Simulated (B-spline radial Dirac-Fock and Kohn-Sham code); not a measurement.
Calculated with a radial B-spline solver, using Dirac-Fock (average of configuration) total-energy differences with a finite nucleus, the Breit interaction including its frequency dependence, and self-energy and vacuum-polarisation corrections. Free neutral atoms.

Question: Order these X-ray lines by photon energy, lowest first.
A. Eu Mζ2
B. W Mζ1
C. Yb Mζ1
D. La Mζ2
E. Ga Lα1
F. Er Mζ2

Answer: D (628.9 eV), A (862.9 eV), F (1081.3 eV), E (1100.1 eV), C (1176.8 eV), B (1378.7 eV).
